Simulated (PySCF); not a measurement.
C₂H₈BClSi, singlet, at a GFN2-xTB geometry; CASSCF(4,6)/STO-3G (PySCF).

Here is a job for PySCF.
```python
from pyscf import gto, scf, mcscf
import numpy

mol = gto.M(
    atom='''
Si    0.678053    0.096077   -0.793572
Cl    1.746309    0.503938    0.910975
B    -1.175477   -0.310254   -0.254570
C    -2.206870    0.857857   -0.031109
C    -1.632153   -1.795723   -0.009667
H     1.443725   -0.974279   -1.451147
H     0.883891    1.281015   -1.641195
H    -1.763793    1.744924    0.419357
H    -2.572543    1.178493   -1.009352
H    -3.082622    0.581588    0.553406
H    -2.710887   -1.940722    0.008663
H    -1.262763   -2.096280    0.973826
H    -1.203484   -2.508289   -0.712617
''',
    basis='sto-3g',
    charge=0,
    spin=0,
    verbose=4,
)

mf = scf.RHF(mol)
mf.kernel()
mc = mcscf.CASSCF(mf, 6, 4)
mc.fix_spin_(ss=0.0)
mc.kernel()
occ = numpy.linalg.eigvalsh(mc.fcisolver.make_rdm1(mc.ci, mc.ncas, mc.nelecas))[::-1]
ss = mc.fcisolver.spin_square(mc.ci, mc.ncas, mc.nelecas)[0]
print('natural occupations', occ.round(4), ' <S^2>', round(ss, 4))
```

The log (banner, timings and long lists left out):

```
PySCF version 2.14.0

[INPUT] verbose = 4
[INPUT] num. atoms = 13
[INPUT] num. electrons = 56
[INPUT] charge = 0
[INPUT] spin (= nelec alpha-beta = 2S) = 0
[INPUT] symmetry False subgroup None
[INPUT] Mole.unit = angstrom
[INPUT] Symbol           X                Y                Z      unit          X                Y                Z       unit  Magmom
[...]
nuclear repulsion = 257.901447200958
number of shells = 27
number of NR pGTOs = 123
number of NR cGTOs = 41
basis = sto-3g
ecp = {}

******** <class 'pyscf.scf.hf.RHF'> ********
method = RHF
initial guess = minao
damping factor = 0
level_shift factor = 0
DIIS = <class 'pyscf.scf.diis.CDIIS'>
diis_start_cycle = 1
diis_space = 8
diis_damp = 0
SCF conv_tol = 1e-09
SCF conv_tol_grad = None
SCF max_cycles = 50
direct_scf = True
direct_scf_tol = 1e-13
Set gradient conv threshold to 3.16228e-05
Initial guess from minao.
init E= -843.99511197579
[...]
cycle= 1 E= -844.054209915523  delta_E= -0.0591  |g|= 0.288  |ddm|= 3.92
[...]
cycle= 2 E= -844.097658199813  delta_E= -0.0434  |g|= 0.0684  |ddm|= 0.652
[...]
cycle= 3 E= -844.100372669352  delta_E= -0.00271  |g|= 0.0158  |ddm|= 0.158
[...]
cycle= 4 E= -844.100516396141  delta_E= -0.000144  |g|= 0.0022  |ddm|= 0.0399
[...]
cycle= 5 E= -844.100519973572  delta_E= -3.58e-06  |g|= 0.000589  |ddm|= 0.005
[...]
cycle= 6 E= -844.100520322424  delta_E= -3.49e-07  |g|= 0.000179  |ddm|= 0.00156
[...]
cycle= 7 E= -844.100520369389  delta_E= -4.7e-08  |g|= 5.95e-05  |ddm|= 0.000592
[...]
cycle= 8 E= -844.100520375287  delta_E= -5.9e-09  |g|= 7.09e-06  |ddm|= 0.000266
[...]
cycle= 9 E= -844.100520375354  delta_E= -6.73e-11  |g|= 7.93e-07  |ddm|= 2.77e-05
[...]
Extra cycle  E= -844.100520375351  delta_E= 3.41e-12  |g|= 3.19e-07  |ddm|= 1.67e-06
converged SCF energy = -844.100520375351

******** <class 'pyscf.mcscf.mc1step.CASSCF'> ********
CAS (2e+2e, 6o), ncore = 26, nvir = 9
max_cycle_macro = 50
max_cycle_micro = 4
conv_tol = 1e-07
conv_tol_grad = None
orbital rotation max_stepsize = 0.02
orbital rotation threshold for CI restart = 0.01
augmented hessian ah_max_cycle = 30
augmented hessian ah_conv_tol = 1e-12
augmented hessian ah_linear dependence = 1e-14
augmented hessian ah_level shift = 1e-08
augmented hessian ah_start_tol = 2.5
augmented hessian ah_start_cycle = 3
augmented hessian ah_grad_trust_region = 3
kf_trust_region = 3
kf_interval = 4
ci_response_space = 4
ci_grad_trust_region = 3
with_dep4 0
natorb = False
canonicalization = True
sorting_mo_energy = False
ao2mo_level = 2
internal_rotation = False
******** <class 'pyscf.fci.addons.SpinPenaltyFCISolver'> ********
max. cycles = 50
conv_tol = 1e-08
davidson only = True
linear dependence = 1e-12
level shift = 0.001
max iter space = 12
nroots = 1
pspace_size = 400
spin = None
CASCI E = -844.102530190543  S^2 = 0.0000000
Set conv_tol_grad to 0.000316228
macro iter   1 ( 21 JK    4 micro), CASSCF E = -844.106751619745  dE = -4.22142920e-03  S^2 = 0.0000000
               |grad[o]|=0.00468  |grad[c]|=0.0135  |ddm|=0.0195  |maxRot[o]|=0.311
macro iter   2 ( 21 JK    4 micro), CASSCF E = -844.110579561348  dE = -3.82794160e-03  S^2 = 0.0000000
               |grad[o]|=0.00886  |grad[c]|=0.023  |ddm|=0.0136  |maxRot[o]|=0.187
macro iter   3 ( 21 JK    4 micro), CASSCF E = -844.112171839452  dE = -1.59227810e-03  S^2 = 0.0000000
               |grad[o]|=0.00839  |grad[c]|=0.00822  |ddm|=0.0047  |maxRot[o]|=0.0682
macro iter   4 ( 21 JK    4 micro), CASSCF E = -844.112754044055  dE = -5.82204603e-04  S^2 = 0.0000000
               |grad[o]|=0.00662  |grad[c]|=0.00988  |ddm|=0.00393  |maxRot[o]|=0.0567
macro iter   5 ( 21 JK    4 micro), CASSCF E = -844.113055153676  dE = -3.01109620e-04  S^2 = 0.0000000
               |grad[o]|=0.00559  |grad[c]|=0.0103  |ddm|=0.00234  |maxRot[o]|=0.0542
macro iter   6 ( 21 JK    4 micro), CASSCF E = -844.113245972724  dE = -1.90819049e-04  S^2 = 0.0000000
               |grad[o]|=0.00494  |grad[c]|=0.0104  |ddm|=0.00215  |maxRot[o]|=0.0432
[...]
               |grad[o]|=0.00272  |grad[c]|=0.0101  |ddm|=0.00234  |maxRot[o]|=0.0113
macro iter  15 ( 21 JK    4 micro), CASSCF E = -844.113897485096  dE = -3.34502276e-05  S^2 = 0.0000000
               |grad[o]|=0.00256  |grad[c]|=0.0101  |ddm|=0.00215  |maxRot[o]|=0.011
macro iter  16 ( 21 JK    4 micro), CASSCF E = -844.113926666295  dE = -2.91811984e-05  S^2 = 0.0000000
               |grad[o]|=0.00242  |grad[c]|=0.0101  |ddm|=0.00217  |maxRot[o]|=0.0106
macro iter  17 ( 12 JK    3 micro), CASSCF E = -844.114096462632  dE = -1.69796337e-04  S^2 = 0.0000000
               |grad[o]|=0.0023  |grad[c]|=0.0111  |ddm|=0.00378  |maxRot[o]|=0.109
macro iter  18 ( 12 JK    3 micro), CASSCF E = -844.114648757135  dE = -5.52294503e-04  S^2 = 0.0000000
               |grad[o]|=0.00266  |grad[c]|=0.0266  |ddm|=0.0142  |maxRot[o]|=0.149
macro iter  19 ( 12 JK    3 micro), CASSCF E = -844.115717185004  dE = -1.06842787e-03  S^2 = 0.0000000
               |grad[o]|=0.00461  |grad[c]|=0.0276  |ddm|=0.0168  |maxRot[o]|=0.149
macro iter  20 ( 21 JK    4 micro), CASSCF E = -844.117522156560  dE = -1.80497156e-03  S^2 = 0.0000000
               |grad[o]|=0.00727  |grad[c]|=0.0162  |ddm|=0.00345  |maxRot[o]|=0.158
macro iter  21 ( 21 JK    4 micro), CASSCF E = -844.119523542498  dE = -2.00138594e-03  S^2 = 0.0000000
               |grad[o]|=0.00892  |grad[c]|=0.0131  |ddm|=0.00238  |maxRot[o]|=0.157
macro iter  22 ( 19 JK    4 micro), CASSCF E = -844.120675281524  dE = -1.15173903e-03  S^2 = 0.0000000
               |grad[o]|=0.00767  |grad[c]|=0.00703  |ddm|=0.00335  |maxRot[o]|=0.0924
macro iter  23 ( 16 JK    4 micro), CASSCF E = -844.122011834377  dE = -1.33655285e-03  S^2 = 0.0000000
               |grad[o]|=0.00508  |grad[c]|=0.0215  |ddm|=0.0059  |maxRot[o]|=0.124
macro iter  24 ( 20 JK    4 micro), CASSCF E = -844.122183986351  dE = -1.72151974e-04  S^2 = 0.0000000
               |grad[o]|=0.00375  |grad[c]|=0.0117  |ddm|=0.00243  |maxRot[o]|= 0.02
macro iter  25 ( 20 JK    4 micro), CASSCF E = -844.122337496573  dE = -1.53510222e-04  S^2 = 0.0000000
               |grad[o]|=0.00339  |grad[c]|=0.0118  |ddm|=0.00335  |maxRot[o]|= 0.02
macro iter  26 ( 20 JK    4 micro), CASSCF E = -844.122478238858  dE = -1.40742285e-04  S^2 = 0.0000000
               |grad[o]|=0.00312  |grad[c]|=0.0117  |ddm|=0.00351  |maxRot[o]|= 0.02
macro iter  27 ( 20 JK    4 micro), CASSCF E = -844.122606118679  dE = -1.27879821e-04  S^2 = 0.0000000
               |grad[o]|=0.00284  |grad[c]|=0.0117  |ddm|=0.00363  |maxRot[o]|= 0.02
macro iter  28 ( 21 JK    4 micro), CASSCF E = -844.122603715422  dE =  2.40325653e-06  S^2 = 0.0000000
               |grad[o]|=0.00253  |grad[c]|=0.00795  |ddm|=0.00236  |maxRot[o]|=0.00437
macro iter  29 ( 21 JK    4 micro), CASSCF E = -844.122843166485  dE = -2.39451063e-04  S^2 = 0.0000000
               |grad[o]|=0.00255  |grad[c]|=0.006  |ddm|=0.00186  |maxRot[o]|=0.048
macro iter  30 ( 16 JK    4 micro), CASSCF E = -844.123020554812  dE = -1.77388327e-04  S^2 = 0.0000000
               |grad[o]|=0.00175  |grad[c]|=0.00175  |ddm|=0.000664  |maxRot[o]|=0.0671
macro iter  31 (  4 JK    1 micro), CASSCF E = -844.123035629068  dE = -1.50742568e-05  S^2 = 0.0000000
               |grad[o]|=0.000544  |grad[c]|=0.00115  |ddm|=0.000413  |maxRot[o]|=0.0243
macro iter  32 (  3 JK    1 micro), CASSCF E = -844.123035728579  dE = -9.95104301e-08  S^2 = 0.0000000
               |grad[o]|=0.000126  |grad[c]|=0.000134  |ddm|=8.4e-05  |maxRot[o]|=0.0016
1-step CASSCF converged in  32 macro (594 JK 119 micro) steps
CASSCF canonicalization
Density matrix diagonal elements [1.98486506e+00 1.97749288e+00 7.33473510e-03 1.35813272e-02
 1.51917630e-02 1.53423242e-03]
CASSCF energy = -844.123035728579
CASCI E = -844.123035728579  E(CI) = -3.96235137658618  S^2 = 0.0000000
natural occupations [1.9856e+00 1.9772e+00 1.8300e-02 1.4500e-02 3.1000e-03 1.2000e-03]  <S^2> 0.0
```
